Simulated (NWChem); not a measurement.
All runs are NWChem calculations. System: SeSn, charge 0, spin multiplicity 1, at a geometry optimised with PBE/def2-SVP with def2 effective core potentials on Sn. The structure started from a generated list of species. Level: EOM-CCSD/def2-SVPD with def2 effective core potentials on Sn, 13 core orbitals frozen.

Input file:

```
start mol
memory heap 100 mb stack 700 mb global 1900 mb
geometry units angstroms nocenter noautoz
  Sn     0.000000     0.000000     0.959386
  Se     0.000000     0.000000    -1.410862
  symmetry group C2v
end
basis spherical
  * library def2-svpd
end
ecp
  Sn library def2-ecp
end
scf
  rhf
  nopen 0
  maxiter 100
  thresh 1e-7
  semidirect memsize 60000000 filesize 0
end
tce
  freeze core 13
  ccsd
  nroots 1
  2eorb
  2emet 13
  thresh 1e-5
  maxiter 200
  tilesize 24
end
task tce energy
```

Output (cleaned and shortened):

```
             Northwest Computational Chemistry Package (NWChem) 7.3.0
             --------------------------------------------------------

                                NWChem Input Module
                                -------------------

 Scaling coordinates for geometry "geometry" by  1.889725989
 (inverse scale =  0.529177249)

 Turning off AUTOSYM since
 SYMMETRY directive was detected!

                             Geometry "geometry" -> ""
                             -------------------------

 Output coordinates in angstroms (scale by  1.889725989 to convert to a.u.)

  No.       Tag          Charge          X              Y              Z
 ---- ---------------- ---------- -------------- -------------- --------------
    1 Sn                  50.0000     0.00000000     0.00000000     0.95938600
    2 Se                  34.0000     0.00000000     0.00000000    -1.41086200

 Effective nuclear repulsion energy (a.u.)     379.5389019628

            Nuclear Dipole moment (a.u.)
            ----------------------------
        X                 Y               Z
 ---------------- ---------------- ----------------
     0.0000000000     0.0000000000    -0.0000151178

      Symmetry information
      --------------------

 Group name             C2v
 Group number             16
 Group order               4
 No. of unique centers     2

      Symmetry unique atoms

     1    2


 Summary of "ao basis" -> "" (spherical)
 ------------------------------------------------------------------------------
       Tag                 Description            Shells   Functions and Types
 ---------------- ------------------------------  ------  ---------------------
 *                         def2-svpd                  on all atoms

 Summary of "ao basis" -> "ao basis" (spherical)
 ------------------------------------------------------------------------------
       Tag                 Description            Shells   Functions and Types
 ---------------- ------------------------------  ------  ---------------------
 Sn                        def2-svpd                12       32   5s4p3d
 Se                        def2-svpd                15       41   6s5p4d

                                 NWChem SCF Module
                                 -----------------

  ao basis        = "ao basis"
  functions       =    73
  atoms           =     2
  closed shells   =    28
  open shells     =     0
  charge          =   0.00
  wavefunction    = RHF
  use symmetry    = T
  symmetry adapt  = T

 Summary of "ao basis" -> "ao basis" (spherical)
 ------------------------------------------------------------------------------
       Tag                 Description            Shells   Functions and Types
 ---------------- ------------------------------  ------  ---------------------
 Sn                        def2-svpd                12       32   5s4p3d
 Se                        def2-svpd                15       41   6s5p4d

      Symmetry analysis of basis
      --------------------------

        a1         34
        a2          7
        b1         16
        b2         16

 Forming initial guess at       0.0s

      Superposition of Atomic Density Guess
      -------------------------------------

 Sum of atomic energies:       -2648.60657091

      Non-variational initial energy
      ------------------------------

 Total energy =   -2612.907061
 1-e energy   =   -4052.229818
 2-e energy   =    1272.325641
 HOMO         =      -0.270399
 LUMO         =      -0.049012
[...]
 Iteration   3 using    4 trial vectors
   0.0306731079928   0.1119942087352    3.04752     0.4     0.4

 Iteration   4 using    5 trial vectors
   0.0104586490661   0.1113727194028    3.03061     0.4     0.4

 Iteration   5 using    6 trial vectors
   0.0035502093355   0.1112772948446    3.02801     0.4     0.4

 Iteration   6 using    7 trial vectors
   0.0014923152427   0.1112315566256    3.02677     0.4     0.4

 Iteration   7 using    8 trial vectors
   0.0005404835569   0.1112291374455    3.02670     0.4     0.4

 Iteration   8 using    9 trial vectors
   0.0001610027494   0.1112313305000    3.02676     0.4     0.4

 Iteration   9 using   10 trial vectors
   0.0000447997905   0.1112308329765    3.02675     0.4     0.4

 Iteration  10 using   11 trial vectors
   0.0000134657826   0.1112308460526    3.02675     0.4     0.4

 Iteration  11 using   12 trial vectors
   0.0000043624522   0.1112308900332    3.02675     0.4     0.4
 --------------------------------------------------------------
 Iterations converged
 ------------------

 Excited state root  1
 Excitation energy / hartree =        0.111230890033237
                   / eV      =        3.026747807249963
 largest EOMCCSD amplitudes: R1 and R2

 Singles contributions
    29b1  (alpha) ---    28b2  (alpha)       -0.6390616497
    30b2  (alpha) ---    27b1  (alpha)        0.6390616497

 Doubles contributions

 =========================================
 Excited-state calculation ( b1  symmetry)
 =========================================
 Dim. of EOMCC iter. space      500

 EOMCCSD SOLVER TYPE  1
  maxdiff =   0.34422286711756811

 No. of initial right vectors    1

 EOM-CCSD right-hand side iterations
 --------------------------------------------------------------
      Residuum       Omega / hartree  Omega / eV    Cpu    Wall
 --------------------------------------------------------------

 Iteration   1 using    1 trial vectors
   0.3975311498749   0.2148641508718    5.84675     0.6     0.6

 Iteration   2 using    2 trial vectors
   0.1025950322642   0.1375982401503    3.74424     0.4     0.4

 Iteration   3 using    3 trial vectors
   0.0411656160285   0.1326665323333    3.61004     0.4     0.4

 Iteration   4 using    4 trial vectors
   0.0188570266755   0.1312860360611    3.57248     0.4     0.4

 Iteration   5 using    5 trial vectors
   0.0077579460286   0.1309097643661    3.56224     0.4     0.4

 Iteration   6 using    6 trial vectors
   0.0036034829923   0.1308647588355    3.56101     0.4     0.4

 Iteration   7 using    7 trial vectors
   0.0017383088207   0.1308518389874    3.56066     0.4     0.4

 Iteration   8 using    8 trial vectors
   0.0008268875374   0.1308701314485    3.56116     0.4     0.4

 Iteration   9 using    9 trial vectors
   0.0003670779730   0.1308701855463    3.56116     0.4     0.4

 Iteration  10 using   10 trial vectors
   0.0001724946240   0.1308703193042    3.56116     0.4     0.4

 Iteration  11 using   11 trial vectors
   0.0001029349983   0.1308701535303    3.56116     0.4     0.4

 Iteration  12 using   12 trial vectors
   0.0000585897504   0.1308693126860    3.56114     0.4     0.4

 Iteration  13 using   13 trial vectors
   0.0000255415975   0.1308693723715    3.56114     0.4     0.4

 Iteration  14 using   14 trial vectors
   0.0000104719913   0.1308693637666    3.56114     0.4     0.4

 Iteration  15 using   15 trial vectors
   0.0000039366912   0.1308694220466    3.56114     0.4     0.4
 --------------------------------------------------------------
 Iterations converged
 ------------------

 Excited state root  1
 Excitation energy / hartree =        0.130869422046574
                   / eV      =        3.561139680687389
 largest EOMCCSD amplitudes: R1 and R2

 Singles contributions
    29b1  (alpha) ---    26a1  (alpha)       -0.9111359724
    38b1  (alpha) ---    26a1  (alpha)       -0.1087649783

 Doubles contributions

 =========================================
 Excited-state calculation ( b2  symmetry)
 =========================================
 Dim. of EOMCC iter. space      500

 EOMCCSD SOLVER TYPE  1
  maxdiff =   0.34422286711757205

 No. of initial right vectors    1

 EOM-CCSD right-hand side iterations
 --------------------------------------------------------------
      Residuum       Omega / hartree  Omega / eV    Cpu    Wall
 --------------------------------------------------------------

 Iteration   1 using    1 trial vectors
   0.3975311498749   0.2148641508718    5.84675     0.6     0.6

 Iteration   2 using    2 trial vectors
   0.1025950322642   0.1375982401503    3.74424     0.4     0.4

 Iteration   3 using    3 trial vectors
   0.0411656160285   0.1326665323333    3.61004     0.4     0.4

 Iteration   4 using    4 trial vectors
   0.0188570266755   0.1312860360611    3.57248     0.4     0.4

 Iteration   5 using    5 trial vectors
   0.0077579460286   0.1309097643661    3.56224     0.4     0.4

 Iteration   6 using    6 trial vectors
   0.0036034829923   0.1308647588355    3.56101     0.4     0.4

 Iteration   7 using    7 trial vectors
   0.0017383088207   0.1308518389874    3.56066     0.4     0.4

 Iteration   8 using    8 trial vectors
   0.0008268875374   0.1308701314486    3.56116     0.4     0.4

 Iteration   9 using    9 trial vectors
   0.0003670779730   0.1308701855463    3.56116     0.4     0.4

 Iteration  10 using   10 trial vectors
   0.0001724946240   0.1308703193042    3.56116     0.4     0.4

 Iteration  11 using   11 trial vectors
   0.0001029349983   0.1308701535304    3.56116     0.4     0.4

 Iteration  12 using   12 trial vectors
   0.0000585897504   0.1308693126860    3.56114     0.4     0.4

 Iteration  13 using   13 trial vectors
   0.0000255415975   0.1308693723715    3.56114     0.4     0.4

 Iteration  14 using   14 trial vectors
   0.0000104719913   0.1308693637666    3.56114     0.4     0.4

 Iteration  15 using   15 trial vectors
   0.0000039366912   0.1308694220466    3.56114     0.4     0.4
 --------------------------------------------------------------
 Iterations converged
 ------------------

 Excited state root  1
 Excitation energy / hartree =        0.130869422046580
                   / eV      =        3.561139680687560
 largest EOMCCSD amplitudes: R1 and R2

 Singles contributions
    30b2  (alpha) ---    26a1  (alpha)       -0.9111359724
    39b2  (alpha) ---    26a1  (alpha)        0.1087649783

 Doubles contributions

 Task  times  cpu:       34.0s     wall:       34.0s

 Total times  cpu:       34.0s     wall:       34.0s
```
